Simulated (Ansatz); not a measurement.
Cost and result for the atomization energy of C2H8ClNOSi (`CN[SiH](Cl)OC`) (14 atoms, 13 bonds).

```xyz
14

C     2.007    1.579   -0.564
N     0.786    1.135    0.073
Si    0.032   -0.339   -0.256
Cl    1.008   -2.000    0.520
O    -1.438   -0.264    0.433
C    -2.318   -1.343    0.656
H     2.099    1.109   -1.547
H     1.993    2.661   -0.725
H     2.907    1.325    0.007
H     0.591    1.577    0.958
H     0.020   -0.575   -1.716
H    -2.712   -1.732   -0.289
H    -1.823   -2.156    1.194
H    -3.152   -0.977    1.256
```

Total charge 0; spin multiplicity 1. The structure was optimised at the PBE0-D4/def2-TZVP level. It is one conformer, not always the lowest. Program: Ansatz. All runs use 2 threads of an AMD EPYC 7R13 on a shared host and a share of an NVIDIA H100 80 GB. Times are those of one run each, without the atoms' runs, and a repeat can differ threefold. Electronic energies, without spin–orbit coupling; frozen cores. CCSD(T)/CBS adds CCSD(T) − MP2 in def2-TZVPP to the MP2 limit, and its time is that of the two runs behind it. T1 = 0.010. B3LYP takes the VWN-RPA correlation (the form of Gaussian; ORCA's B3LYP/G).

CCSD(T)/CBS is a level of theory with its own doubt, some kJ/mol a heavy atom from the limit and from the frozen cores, so smaller differences don't rank the functionals.

```json
{"level": "PBE-D4/def2-TZVPP (with forces)", "functions": "320", "wall time": "2.5 s"}
{"level": "PBE0-D4/def2-TZVPP", "functions": "320", "wall time": "3 s"}
{"level": "B2PLYP/def2-TZVPP", "functions": "320", "wall time": "3 s"}
{"level": "ωB97X-V/def2-TZVPP", "functions": "320", "wall time": "3.4 s"}
{"level": "r2SCAN-D4/def2-TZVPP (with forces)", "functions": "320", "wall time": "3.8 s"}
{"level": "B3LYP-D4/def2-TZVPP (with forces)", "functions": "320", "wall time": "4.5 s"}
{"level": "ωB97M-V/def2-TZVPP (with forces)", "functions": "320", "wall time": "4.8 s"}
{"level": "MP2/def2-QZVPP", "functions": "608", "wall time": "7.5 s"}
{"level": "CCSD(T)/def2-TZVPP", "functions": "320", "wall time": "7.5 s"}
{"level": "CCSD(T)/CBS(def2)", "functions": "–", "wall time": "15 s"}
```

(1) What atomization energy does each give, and how far from CCSD(T)/CBS? (Best estimate.)

Results:

(1) Computed: 
```json
{"level": "PBE-D4/def2-TZVPP (with forces)", "atomization (kcal/mol)": "1267.9", "difference from CCSD(T)/CBS": "17.0", "per bond": "1.3"}
{"level": "PBE0-D4/def2-TZVPP", "atomization (kcal/mol)": "1248.2", "difference from CCSD(T)/CBS": "-2.7", "per bond": "-0.2"}
{"level": "B2PLYP/def2-TZVPP", "atomization (kcal/mol)": "1235.2", "difference from CCSD(T)/CBS": "-15.7", "per bond": "-1.2"}
{"level": "ωB97X-V/def2-TZVPP", "atomization (kcal/mol)": "1254.4", "difference from CCSD(T)/CBS": "3.5", "per bond": "0.3"}
{"level": "r2SCAN-D4/def2-TZVPP (with forces)", "atomization (kcal/mol)": "1249.3", "difference from CCSD(T)/CBS": "-1.6", "per bond": "-0.1"}
{"level": "B3LYP-D4/def2-TZVPP (with forces)", "atomization (kcal/mol)": "1249.1", "difference from CCSD(T)/CBS": "-1.8", "per bond": "-0.1"}
{"level": "ωB97M-V/def2-TZVPP (with forces)", "atomization (kcal/mol)": "1254.8", "difference from CCSD(T)/CBS": "3.9", "per bond": "0.3"}
{"level": "MP2/def2-QZVPP", "atomization (kcal/mol)": "1256.0", "difference from CCSD(T)/CBS": "5.1", "per bond": "0.4"}
{"level": "CCSD(T)/def2-TZVPP", "atomization (kcal/mol)": "1215.5", "difference from CCSD(T)/CBS": "-35.4", "per bond": "-2.7"}
{"level": "CCSD(T)/CBS(def2)", "atomization (kcal/mol)": "1250.9", "difference from CCSD(T)/CBS": "0.0", "per bond": "0.0"}
```

From PBE to PBE0 (25 % exact exchange), in def2-TZVPP and without D4, the atomization energy moves by −18.5 kcal/mol: exact exchange takes away binding that semilocal exchange gives to molecules. The D4 term adds +12.2 kcal/mol with B3LYP and +6.5 kcal/mol with PBE0; it sums over pairs of atoms, weighted by their polarisabilities, and B3LYP, whose exchange is more repulsive, gets the larger term. In def2-TZVPP, CCSD(T) changes the Hartree–Fock value by +307.7 kcal/mol (the triples alone add +17.2 kcal/mol) and MP2 by +327.1 kcal/mol; breaking electron pairs costs correlation energy, which Hartree–Fock lacks.
